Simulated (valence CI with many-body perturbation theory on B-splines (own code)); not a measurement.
# E1 transitions of Eu XIV

Calculated by relativistic CI+MBPT: four valence electrons over a frozen Dirac-Fock core [Kr] 4d10, a basis of 7 s, 7 p, 7 d, 7 f, 4 g, 2 h functions for each j, with the one-electron correlation potential Σ1 (screened to all orders), the two-electron term Σ2, the three-electron term Σ3, Breit, model QED; selected single and double excitations, second order for the rest, scaled by the run's own slope (own B-spline code, finite nucleus).

No measured levels were compared; by estimate terms of the open shell hold to a few per cent of their energy, and close levels can change places; configurations with another count of f electrons can be misplaced by thousands of cm⁻¹.

Lines 151 to 200 of 552 in falling wavelength, among levels below 196140 cm⁻¹, chosen from the strongest by gf and those to the six lowest levels. Wavelengths and rates use the calculated energies, so an error of 2000 cm⁻¹ moves a line at 151.0 nm by 3 % and its rate by three times that or more. Electric multipoles are in the length gauge, E1 and E2 with the static RPA response of the core. Weak lines are less certain than strong ones. Lines between different terms over intervals too small for the method are left out, as are lines whose strength nearly cancels. Where a level lies close to another of its J and parity, the split of strength between their lines is uncertain. The highest levels of a list are the least certain.

Names give the largest LS component (configuration and term), which can be under half, so a name can repeat, a term be missing and a line seem to break the LS rules; names also repeat where a configuration has a term twice. Letters in brackets count levels of one name in rising energy.

| λ vac (nm) | Upper | Lower | A (s⁻¹) | S (a.u.) with core polarisation | S without |
| --- | --- | --- | --- | --- | --- |
| 151.0 | 4f²5s5p ³H°_6 | 4f⁴ ³K_7 [a] | 1.01e+04 | 2.24e-04 | 2.87e-04 |
| 150.9 | 4f²5s5p ⁵H°_7 | 4f⁴ ³K_8 [a] | 1.05e+04 | 2.68e-04 | 3.42e-04 |
| 150.9 | 4f⁴ ⁵F_1 | 4f³5s ⁵G°_2 | 4.25e+04 | 2.16e-04 | 2.55e-04 |
| 150.8 | 4f⁴ ³G_5 [a] | 4f³5s ³G°_5 [b] | 4.83e+04 | 9.00e-04 | 1.07e-03 |
| 150.4 | 4f⁴ ³I_5 [a] | 4f³5s ³I°_5 [b] | 2.99e+04 | 5.53e-04 | 6.60e-04 |
| 149.9 | 4f³5s ³L°_7 | 4f²5s² ³H_6 | 1.32e+03 | 3.28e-05 | 3.86e-05 |
| 149.5 | 4f⁴ ³I_7 [a] | 4f³5s ³I°_7 [b] | 1.64e+04 | 4.05e-04 | 4.87e-04 |
| 148.8 | 4f³5s ³G°_4 [b] | 4f²5s² ³H_5 | 3.67e+03 | 5.36e-05 | 6.14e-05 |
| 148.5 | 4f³5s ¹D°_2 [a] | 4f²5s² ³F_2 | 2.66e+03 | 2.15e-05 | 2.57e-05 |
| 147.7 | 4f³5s ³I°_7 [b] | 4f²5s² ³H_6 | 2.58e+04 | 6.15e-04 | 7.22e-04 |
| 147.0 | 4f⁴ ³G_4 [a] | 4f³5s ¹G°_4 [a] | 1.73e+04 | 2.44e-04 | 2.89e-04 |
| 146.7 | 4f⁴ ¹L_8 [a] | 4f³5s ³L°_7 | 1.48e+04 | 3.91e-04 | 4.66e-04 |
| 146.3 | 4f⁴ ¹H_5 | 4f³5s ¹I°_6 | 1.31e+04 | 2.22e-04 | 2.61e-04 |
| 146.2 | 4f⁴ ³I_6 [a] | 4f³5s ³I°_6 [b] | 2.35e+04 | 4.72e-04 | 5.68e-04 |
| 145.3 | 4f⁴ ³M_8 | 4f³5s ¹K°_7 | 2.60e+04 | 6.69e-04 | 8.04e-04 |
| 145.2 | 4f³5s ³G°_3 [b] | 4f²5s² ³H_4 | 3.81e+03 | 4.03e-05 | 4.51e-05 |
| 144.6 | 4f⁴ ⁵G_4 | 4f³5s ³F°_3 [a] | 1.12e+04 | 1.50e-04 | 1.87e-04 |
| 143.7 | 4f⁴ ³H_5 [b] | 4f³5s ¹I°_6 | 1.16e+04 | 1.87e-04 | 2.34e-04 |
| 143.5 | 4f³5s ³G°_5 [b] | 4f²5s² ³H_5 | 4.91e+02 | 7.88e-06 | 9.58e-06 |
| 143.3 | 4f⁴ ³H_4 [a] | 4f³5s ³G°_3 [a] | 1.43e+04 | 1.87e-04 | 2.27e-04 |
| 143.2 | 4f⁴ ⁵G_3 | 4f³5s ³F°_2 [a] | 1.89e+04 | 1.91e-04 | 2.35e-04 |
| 142.6 | 4f⁴ ¹K_7 | 4f³5s ¹I°_6 | 7.25e+03 | 1.56e-04 | 1.86e-04 |
| 141.6 | 4f⁴ ⁵F_5 | 4f³5s ³H°_6 [a] | 1.69e+04 | 2.61e-04 | 3.19e-04 |
| 141.2 | 4f⁴ ¹G_4 [b] | 4f³5s ¹F°_3 [a] | 1.12e+05 | 1.40e-03 | 1.66e-03 |
| 140.9 | 4f³5s ³D°_2 [b] | 4f²5s² ³F_3 | 2.18e+04 | 1.50e-04 | 1.74e-04 |
| 140.8 | 4f⁴ ¹I_6 [a] | 4f³5s ³H°_6 [b] | 4.41e+04 | 7.90e-04 | 9.58e-04 |
| 140.7 | 4f⁴ ¹K_7 | 4f³5s ¹L°_8 | 8.22e+03 | 1.69e-04 | 2.07e-04 |
| 140.6 | 4f³5s ³I°_6 [b] | 4f²5s² ³H_5 | 2.14e+04 | 3.82e-04 | 4.44e-04 |
| 140.0 | 4f⁴ ³F_4 [a] | 4f³5s ¹G°_4 [a] | 1.28e+04 | 1.56e-04 | 1.86e-04 |
| 139.9 | 4f⁴ ³G_4 [b] | 4f³5s ³D°_3 [c] | 2.08e+04 | 2.53e-04 | 3.06e-04 |
| 138.6 | 4f³5s ³H°_6 [b] | 4f²5s² ³H_6 | 1.83e+03 | 3.12e-05 | 3.06e-05 |
| 138.5 | 4f⁴ ³H_4 [b] | 4f³5s ³H°_5 [b] | 5.02e+04 | 5.93e-04 | 7.30e-04 |
| 138.5 | 4f³5s ³D°_3 [b] | 4f²5s² ³F_4 | 4.13e+03 | 3.78e-05 | 4.00e-05 |
| 138.2 | 4f⁴ ¹H_5 | 4f³5s ³H°_5 [b] | 2.44e+04 | 3.50e-04 | 4.25e-04 |
| 138.2 | 4f⁴ ³H_6 [b] | 4f³5s ¹I°_6 | 2.84e+04 | 4.81e-04 | 5.72e-04 |
| 137.5 | 4f³5s ³D°_2 [c] | 4f²5s² ³F_3 | 1.18e+03 | 7.56e-06 | 7.95e-06 |
| 137.5 | 4f³5s ³D°_3 [b] | 4f²5s² ³F_3 | 2.04e+03 | 1.83e-05 | 2.22e-05 |
| 137.1 | 4f³5s ³D°_1 [b] | 4f²5s² ³F_2 | 3.02e+04 | 1.15e-04 | 1.33e-04 |
| 136.8 | 4f⁴ ³F_4 [b] | 4f³5s ³H°_4 [b] | 1.65e+04 | 1.88e-04 | 2.29e-04 |
| 136.7 | 4f²5s5p ⁵D°_3 | 4f⁴ ⁵F_4 | 3.35e+04 | 2.96e-04 | 3.80e-04 |
| 136.4 | 4f⁴ ³H_4 [b] | 4f³5s ³H°_4 [b] | 8.87e+04 | 1.00e-03 | 1.21e-03 |
| 136.1 | 4f⁴ ³G_3 [c] | 4f³5s ³G°_3 [c] | 4.51e+04 | 3.93e-04 | 4.73e-04 |
| 135.9 | 4f⁴ ³H_5 [b] | 4f³5s ³H°_5 [b] | 7.07e+04 | 9.64e-04 | 1.16e-03 |
| 135.5 | 4f⁴ ¹F_3 | 4f³5s ¹G°_4 [b] | 2.86e+04 | 2.46e-04 | 2.90e-04 |
| 135.3 | 4f²5s5p ⁵I°_4 | 4f⁴ ⁵I_4 | 1.86e+04 | 2.05e-04 | 2.64e-04 |
| 135.0 | 4f⁴ ³H_5 [b] | 4f³5s ³H°_6 [b] | 4.52e+04 | 6.04e-04 | 7.34e-04 |
| 134.4 | 4f⁴ ³G_4 [c] | 4f³5s ¹H°_5 [b] | 2.90e+04 | 3.13e-04 | 3.68e-04 |
| 134.3 | 4f²5s5p ⁵I°_5 | 4f⁴ ⁵I_6 | 2.00e+04 | 2.63e-04 | 3.38e-04 |
| 134.2 | 4f⁴ ³G_4 [d] | 4f³5s ³G°_4 [c] | 4.73e+04 | 5.07e-04 | 6.09e-04 |
| 134.1 | 4f⁴ ¹K_7 | 4f³5s ³H°_6 [b] | 1.48e+04 | 2.63e-04 | 3.16e-04 |
